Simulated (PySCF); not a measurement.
A structure optimised at B3LYP-D3(BJ)/def2-SVP, used in a PySCF frequency run:

```
C
H 1 1.0987
H 1 1.0991 2 108.18
H 1 1.0991 2 108.18 3 -118.69
S 1 1.8514 2 106.57 3 120.65
Mg 5 2.2987 1 103.05 2 180.00
Cl 6 2.2032 1 147.36 2 180.00
```
Charge 0, spin multiplicity 1.

Task: Write its SMILES, formula and point group.

Result: C[S][Mg][Cl], CH₃ClMgS, Cs

Task: What are its rotational constants (standard atomic weights)?

Result: 13.996, 1.1060, 1.0318 GHz
